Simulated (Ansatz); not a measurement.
Total energies of ZnMeF (CH₃FZn) from Ansatz at CCSD(T)/def2-TZVPP, gas phase (1 Eh = 27.2114 eV = 2625.5 kJ/mol). The reference geometry is relaxed at PBE-D4/def2-TZVP.

```json
{"state": "charge 0 singlet", "geometry": "reference", "energy (Eh)": "-1917.88380"}
{"state": "charge 1 doublet", "geometry": "reference", "energy (Eh)": "-1917.47382"}
{"state": "free Zn atom (singlet)", "geometry": "–", "energy (Eh)": "-1778.27005"}
{"state": "free C atom (triplet)", "geometry": "–", "energy (Eh)": "-37.78103"}
{"state": "free H atom (doublet)", "geometry": "–", "energy (Eh)": "-0.49981"}
{"state": "free F atom (doublet)", "geometry": "–", "energy (Eh)": "-99.62506"}
```

Correlated methods freeze 11 core orbitals.

Q: Work out the vertical ionisation energy to the doublet.

A: E(charge 1 doublet) − E(charge 0 singlet) = -1917.47382 − (-1917.88380) = 0.40998 Eh = 11.16 eV.

Q: What is the binding energy per atom against free atoms?

A: Atoms: 1 × (-1778.27005) + 1 × (-37.78103) + 3 × (-0.49981) + 1 × (-99.62506) = -1917.17557 Eh. Binding: -1917.17557 − (-1917.88380) = 0.70823 Eh = 19.27 eV, or 3.21 eV for each of 6 atoms (no zero-point energy, no counterpoise term).
